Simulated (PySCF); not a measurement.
C4H12N, SMILES C[N+](C)(C)C, charge +1. Geometry: B3LYP-D3(BJ)/def2-SVP.

These are B3LYP-D3(BJ)/def2-SVP (PySCF) values and carry that method's errors.

Harmonic wavenumbers (cm⁻¹): 181, 294, 294, 294, 365, 365, 462, 462, 462, 749, 950, 950, 950, 1068, 1068, 1068, 1170, 1170, 1299, 1299, 1299, 1430, 1430, 1430, 1453, 1453, 1453, 1468, 1468, 1486, 1498, 1498, 1498, 3073, 3073, 3073, 3081, 3187, 3187, 3187, 3187, 3187, 3192, 3192, 3192. Rotational constants (GHz): 4.640, 4.640, 4.640; symmetry number 12.

Work out the zero-point energy and the ideal-gas rigid-rotor harmonic-oscillator thermochemistry at 298.15 K and 1 atm.

ZPE = ½ Σ hcν = ½ × 71592 cm⁻¹ = 102.35 kcal/mol. H − E(el) = 107.09 kcal/mol. Entropy in cal/(mol K): translation 38.83, rotation 20.64, vibration 12.31, total 71.78. G − E(el) = 85.69 kcal/mol. Cp = 26.85 cal/(mol K).
